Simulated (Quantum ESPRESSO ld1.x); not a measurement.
The mean radii <r> (bohr) of the occupied orbitals of an atom or ion are listed with their occupations. All-electron calculation, Dirac Kohn-Sham, PBE, spin-unpolarised, spherical densities, point nucleus. Program: ld1.x of Quantum ESPRESSO 7.5.

| orbital | occ. | <r> |
|---|---|---|
| 1s1/2 | 2 | 0.01743 |
| 2s1/2 | 2 | 0.07295 |
| 2p1/2 | 2 | 0.06017 |
| 2p3/2 | 4 | 0.06848 |
| 3s1/2 | 2 | 0.1899 |
| 3p1/2 | 2 | 0.1801 |
| 3p3/2 | 4 | 0.1954 |
| 3d3/2 | 4 | 0.1705 |
| 3d5/2 | 6 | 0.1752 |
| 4s1/2 | 2 | 0.4232 |
| 4p1/2 | 2 | 0.4267 |
| 4p3/2 | 4 | 0.4604 |
| 4d3/2 | 4 | 0.4719 |
| 4d5/2 | 6 | 0.4831 |
| 5s1/2 | 2 | 0.9768 |
| 5p1/2 | 2 | 1.060 |
| 4f5/2 | 6 | 0.5311 |
| 4f7/2 | 8 | 0.5387 |
| 5p3/2 | 4 | 1.155 |
| 5d3/2 | 4 | 1.524 |
| 5d5/2 | 2 | 1.569 |

Name the element and its charge. Open shells, if any, fill j = l - 1/2 first.

Answer. Z = 77, iridium, charge +3: Ir3+ in [Xe] 4f14 5d6. The 1s radius gives Z: for a bare nucleus <r> = (2 gamma + 1)/(2Z) with gamma = sqrt(1 - (Z/c)^2), 0.01724 bohr for Z = 77, and screening makes it slightly larger (0.01743 here). The occupations add up to 74, and the charge is Z minus that.
